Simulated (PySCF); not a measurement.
Run record: EPR job, `N#C[Si@@H](N)[SiH]CF` [radical].

Computed with UKS B3LYP, pcH-1 on C F H N Si, non-relativistic, mean-field spin-orbit, GIAO (PySCF 2.14.0). Geometry: GFN2-xTB. A driver script takes a list of jobs; this job's settings line and coordinates (Å) are shown.

Command:
```bash
OMP_NUM_THREADS=1 python probes_run.py task.json out
```

Input:
```
{"job": {"kind": "epr", "basis": "pcH-1"}, "charge": 0, "multiplicity": 2}
N     -0.763959     2.539303    -1.574870
C     -0.907778     1.661516    -0.851790
Si    -1.112152     0.187063     0.304732
N     -2.372515    -0.890490    -0.171328
Si     0.799261    -1.027835    -0.034716
C      2.382236     0.056818     0.142624
F      2.484997     0.466771     1.465299
H     -1.644307     0.811448     1.525518
H     -2.281908    -1.458223    -0.996981
H     -3.331973    -0.610512    -0.054519
H      1.086799    -2.230097     0.768215
H      3.308613    -0.475435    -0.083614
H      2.348297     0.970158    -0.456298
```

Output:
```
UKS, coarse grid
  cycle   1  E = -868.05152063  |g| = 5.30e-01
  cycle   2  E = -867.79613822  |g| = 9.59e-01
  cycle   3  E = -868.14909840  |g| = 1.73e-01
  cycle   4  E = -868.15883069  |g| = 8.64e-02
  cycle   5  E = -868.16181858  |g| = 1.83e-02
  cycle   6  E = -868.16195099  |g| = 4.87e-03
  cycle   7  E = -868.16196248  |g| = 1.70e-03
  cycle   8  E = -868.16196406  |g| = 6.41e-04
UKS, final grid
  cycle   1  E = -868.16190383  |g| = 8.35e-04
  cycle   2  E = -868.16190349  |g| = 1.32e-03
  cycle   3  E = -868.16190411  |g| = 1.40e-04
  cycle   4  E = -868.16190412  |g| = 6.42e-05
  cycle   5  E = -868.16190412  |g| = 2.52e-05
E = -868.16190412 Eh   <S^2> = 0.7524 (exact 0.7500)
g shifts (ppm)      1          2          3
  rmc          -140       -140       -140
  gc             22         64         49
  oz_so        -252        872       2717
  total        -370        797       2625
hyperfine (MHz)  atom isotope    a_iso     a_fc   dipolar eigenvalues
    0   14N       0.01       0.02     -0.34      0.07      0.27
    1   13C      -4.09      -4.09     -0.60     -0.36      0.96
    2  29Si     -34.16     -34.24    -11.71      4.00      7.71
    3   14N      -0.34      -0.34     -0.53     -0.24      0.77
    4  29Si    -351.47    -352.36   -171.77     84.98     86.79
    5   13C      26.58      26.59     -2.08     -1.51      3.59
    6   19F     177.06     176.20    -80.27    -73.15    153.42
    7    1H      54.87      54.87     -2.20     -0.58      2.78
    8    1H      -0.80      -0.80     -2.89     -0.96      3.84
    9    1H      -2.20      -2.20     -1.35     -0.94      2.30
   10    1H      20.57      20.54     -9.49      1.68      7.81
   11    1H      -2.39      -2.38     -3.69     -1.59      5.28
   12    1H      -2.43      -2.42     -3.71     -1.60      5.30
```

rmc, gc and oz_so are the mass-correction, gauge-correction and orbital-Zeeman/spin–orbit parts of the g shift along its three principal axes; a_iso is the isotropic hyperfine coupling and a_fc its Fermi-contact part. Atoms in this output count from 0.

How far is ⟨S²⟩ from the pure-spin value?

S = 0.5 gives S(S+1) = 0.75; the run has 0.7524, 0.0024 more.

Get g_iso from the total shifts.

Their mean is 1017 ppm; added to g_e = 2.002319 it gives 2.00334.

In short: ⟨S²⟩ 0.752; g_iso 2.0033.

The structure is a single GFN2-xTB conformer in the gas phase; no vibrational or solvent corrections.

How long does this job take on one thread of an Arm Neoverse V1, shared host with 32 logical CPUs at a one-minute load of 17? And the peak memory of the process?

About 73 s (density and orbital grids were written too), with 0.95 GiB resident at the peak, the Python interpreter and its libraries included.
Labels such as C1 count atoms from 1, the log's own numbers from 0.
